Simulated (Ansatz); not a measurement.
The cluster TaSe₂⁺. The state is a singlet with charge 1. Geometry r2SCAN-D4/def2-TZVP, basis def2-TZVP, Ansatz.

```tsv
atom	x (Å)	y (Å)	z (Å)
Ta1	1.0977	0.6785	-0.4841
Se2	-1.2498	0.5290	-0.1306
Se3	0.1521	-1.2075	0.6146
```

```
run  HOMO (eV)  LUMO (eV)
  A     -10.82      -8.41
  B     -12.14      -7.22
  C     -13.45      -5.97
  D      -9.92      -9.25
  E      -9.78      -9.47
```

In the def2 sets Ta takes a core potential; there is no spin–orbit coupling. LC-ωPBE has ω = 0.4 bohr⁻¹. No other spin state of charge 1 was run. Another isomer (singlet) lies 1.28 eV lower at PBE0-D4/def2-TZVP; other spin states weren't run for this one.

The runs used CAM-B3LYP, LC-ωPBE, PBE, PBE0, r2SCAN. Estimate which is which.

A PBE0 (25 % exact exchange); B CAM-B3LYP (range-separated); C LC-ωPBE (range-separated); D r2SCAN (0 % exact exchange); E PBE (0 % exact exchange). Exact exchange lowers occupied and raises empty levels; among semilocal functionals meta-GGAs tend to open the gap a little, and such runs are hard to tell apart. The gap grows from 0.31 eV (PBE) to 7.48 eV (LC-ωPBE). The restricted singlet is unstable towards broken spin symmetry in Hartree–Fock (as tested in another run); at PBE0-D4/def2-TZVP, CAM-B3LYP-D4/def2-TZVP, LC-ωPBE/def2-TZVP, r2SCAN-D4/def2-TZVP and others this wasn't settled.
